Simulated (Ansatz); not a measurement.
`CB([SiH3])[SiH3]` + `OC1=CS1` → `[SiH3]OC1=CS1` + `CB[SiH3]`  (cleavage of the Si–B bond)

Program: Ansatz. Geometries: PBE0-D4/def2-TZVP. ΔE: electronic, gas phase. CCSD(T)/CBS is the MP2 limit (def2-TZVPP, def2-QZVPP) plus CCSD(T) − MP2 in def2-TZVPP, frozen cores. One conformer a species, not always the lowest.

`CB([SiH3])[SiH3]`:

Cartesian coordinates in Å:
```
C -0.217 1.631 0.637
B -0.052 0.179 0.107
Si -0.990 -0.410 -1.580
Si 1.158 -1.159 1.013
H -1.114 2.160 0.307
H -0.074 1.763 1.712
H 0.629 2.156 0.155
H -0.240 -1.436 -2.356
H -1.332 0.717 -2.495
H -2.273 -1.036 -1.136
H 1.520 -0.816 2.418
H 2.421 -1.222 0.216
H 0.566 -2.526 1.002
```

`OC1=CS1`:

Z-matrix (Å, degrees):
```
C
C 1 1.281
S 1 1.770 2 74.5
O 1 1.314 2 151.3 3 -180.0
H 2 1.071 1 157.0 3 179.9
H 4 0.966 1 109.3 2 0.0
```

`[SiH3]OC1=CS1`:

Z-matrix (Å, degrees):
```
Si
O 1 1.687
H 1 1.481 2 109.3
H 1 1.479 2 109.2 3 121.8
H 1 1.477 2 103.5 3 -118.5
C 2 1.302 1 123.0 3 -75.9
S 6 1.806 2 137.3 1 -16.2
C 6 1.276 2 149.8 1 165.1
H 8 1.072 6 155.9 2 -1.5
```

`CB[SiH3]`:

```xyz
10

C    -1.368    0.686    0.392
B    -0.477   -0.509   -0.033
Si    1.504   -0.379   -0.401
H    -1.367    0.611    1.495
H    -2.417    0.604    0.098
H    -0.983    1.680    0.159
H    -0.977   -1.598   -0.113
H     2.270   -1.427    0.332
H     2.097    0.948   -0.069
H     1.717   -0.617   -1.860
```

| species | MP2/def2-QZVPP energy (Eh) |
| --- | --- |
| `CB([SiH3])[SiH3]` | -646.25781 |
| `OC1=CS1` | -550.04262 |
| `[SiH3]OC1=CS1` | -840.32804 |
| `CB[SiH3]` | -356.01584 |

(1) Work out ΔE.

Largest T1 diagnostic among the species: 0.013.

Answers

(1) ΔE = (-840.32804) + (-356.01584) − (-646.25781) − (-550.04262) = -0.04345 Eh = -114.1 kJ/mol. CCSD(T)/CBS gives -104.9 kJ/mol.

In def2-TZVPP, CCSD(T) changes the Hartree–Fock value by +23.2 kJ/mol (the triples alone add +2.4 kJ/mol) and MP2 by +14.4 kJ/mol. From PBE to PBE0 (25 % exact exchange), in def2-TZVPP and without D4, ΔE moves by −6.6 kJ/mol.
